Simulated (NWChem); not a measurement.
SiIClF2; SMILES F[Si](F)(Cl)I

```xyz
5

F     -1.2779     1.2989     1.2880
Si    -0.3913     0.9537     0.0000
F     -1.2779     1.2989    -1.2880
Cl     1.2473     2.1458     0.0000
I      0.1566    -1.3789     0.0000
```
Atoms are numbered in this order, from 1.

Level: PBE0/def2-SVP with def2 effective core potentials on I (NWChem), optimised geometry, unscaled harmonic frequencies. def2 effective core potentials on I; no spin-orbit coupling.

### Question
List the harmonic frequencies with IR intensities, and the thermochemistry.

### Answer
```
frequency (cm⁻¹)  IR intensity (km/mol)
----------------  ---------------------
129                                 0.2
172                                 0.3
226                                 8.1
243                                 7.0
294                                17.9
418                                84.4
616                               274.6
905                               179.4
990                               129.7
```

zero-point energy: 5.7 kcal/mol
thermal correction to the enthalpy at 298.15 K (with zero-point energy): 10.1 kcal/mol
heat capacity Cv: 18.3 cal/(mol K)
entropy at 298.15 K and 1 atm (symmetry number 1): 83.7 cal/(mol K)

Rigid rotor and harmonic oscillator.
